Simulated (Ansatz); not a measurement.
Reaction (ligand exchange at the Si–O bond): `[F][Ga]([F])[O][SiH3]` + `BN[SiH2]F` → `BN([SiH3])[SiH2]F` + `[OH][Ga]([F])[F]`

Computed with Ansatz on PBE0-D4/def2-TZVP structures; ΔE is electronic, products minus reactants. CCSD(T)/CBS is the MP2 limit (def2-TZVPP, def2-QZVPP) plus CCSD(T) − MP2 in def2-TZVPP, frozen cores. Functionals use def2-TZVPP. B3LYP here is the variant with VWN-RPA as its local correlation; programs differ in this. For Ga outer-core shells are correlated without core-valence functions, which leaves a few kJ/mol of doubt a bond. Scalar relativity is left out up to krypton. Each species was taken in one conformer, which may not be the lowest.

| level | ΔE (kJ/mol) | difference from CCSD(T)/CBS |
| --- | --- | --- |
| PBE-D4 | 49.2 | -6.9 |
| r2SCAN-D4 | 57.3 | 1.2 |
| ωB97M-V | 56.3 | 0.2 |
| PBE | 53.4 | -2.7 |
| r2SCAN | 58.4 | 2.3 |
| B3LYP | 65.8 | 9.7 |
| SCS-MP2/def2-TZVPP | 60.5 | 4.4 |
| CCSD(T)/def2-TZVPP | 57.5 | 1.4 |
| HF/def2-QZVPP | 79.6 | 23.5 |
| MP2/CBS(def2) | 54.8 | -1.3 |
| CCSD(T)/CBS | 56.1 | 0 |

Largest T1 diagnostic among the species: 0.015.

In def2-TZVPP, CCSD(T) changes the Hartree–Fock value by −21.4 kJ/mol (the triples alone add −3.3 kJ/mol) and MP2 by −22.7 kJ/mol. From PBE to PBE0 (25 % exact exchange), in def2-TZVPP and without D4, ΔE moves by +3.7 kJ/mol. The D4 term adds −6.7 kJ/mol with B3LYP and −3.6 kJ/mol with PBE0; it sums over pairs of atoms, weighted by their polarisabilities, and B3LYP, whose exchange is more repulsive, gets the larger term.
